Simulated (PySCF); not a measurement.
SrCl, SMILES [Cl][Sr+], charge +1. Atoms are numbered in the order given.

```xyz
2

Sr     0.0000     0.0000    -0.7645
Cl     0.0000     0.0000     1.7088
```
Charge +1, spin multiplicity 1.

The structure is a stationary point at r2SCAN-D4/def2-TZVPD. The spin state was assumed, not searched. The def2 effective core potentials stand for the cores of Sr; spin–orbit coupling is left out.

Computed with M06-2X/def2-TZVPD in PySCF.

Gas-phase values at a fixed geometry.

| Property | Value |
|---|---|
| total energy | -490.70043 hartree |
| point group | C∞v |
| highest occupied level | -13.71 eV |
| lowest empty level | -6.66 eV |
| orbital gap | 7.04 eV |
| dipole moment about the centre of nuclear charge | 9.75 D |
| mean static polarisability | 32.6 bohr³ (4.83 Å³) |
| polarisability, principal values | 25.7, 25.7, 46.2 bohr³ |
